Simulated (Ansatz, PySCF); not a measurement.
Gas-phase reaction (SMILES): [OH][Al]([OH])[Cl] + F (HF) → [OH][Al]([OH])[F] + Cl (HCl); hydrogen fluoride cleaves one Al-Cl bond, a model of a ligand-exchange step.

Each molecule is optimised on its own at B3LYP-D3(BJ)/def2-TZVP (Ansatz, a first-principles code), one conformer each, not searched for the lowest. Valence correlation only, unless marked. No spin-orbit coupling. No relativistic terms. CBS marks a two-point X^-3 extrapolation of the correlation energy; Hartree-Fock from the larger set (for Q and 5 zeta extrapolated as (X+1)exp(-9√X)). Thermal terms are rigid-rotor harmonic-oscillator values from B3LYP-D3(BJ) frequencies (Ansatz or PySCF) at 298.15 K and 1 atm. 1 Eh = 627.5095 kcal/mol.

```csv
species,"E, CCSD(T)/CBS(cc-pV(Q+d)Z,cc-pV(5+d)Z) (Ansatz) (Eh)","E, PBE/def2-TZVPD (Ansatz) (Eh)",H - E (Eh)
[OH][Al]([OH])[Cl],-853.53481,-854.08117,0.03568
F (HF),-100.39528,-100.39521,0.01259
[OH][Al]([OH])[F],-493.55796,-493.85310,0.03620
Cl (HCl),-460.37772,-460.62833,0.01000
```

Problem. Work out ΔE and ΔH at 298.15 K at the first level, then ΔH at the second.

Solution. 
1. ΔE = [(-493.55796) + (-460.37772)] - [(-853.53481) + (-100.39528)] = -0.00559 Eh = -3.5 kcal/mol at CCSD(T)/CBS(cc-pV(Q+d)Z,cc-pV(5+d)Z).
2. The terms H - E add up to -0.00207 Eh, so ΔH = (-0.00559 + (-0.00207))×627.5095 = -4.8 kcal/mol.
3. At PBE/def2-TZVPD the same steps give ΔE = -3.2 and ΔH = -4.5 kcal/mol, a shift of +0.3 from the first level.
4. These values are not checked against measurement here, since the tables used lack a sound gas-phase enthalpy of formation for at least one species.
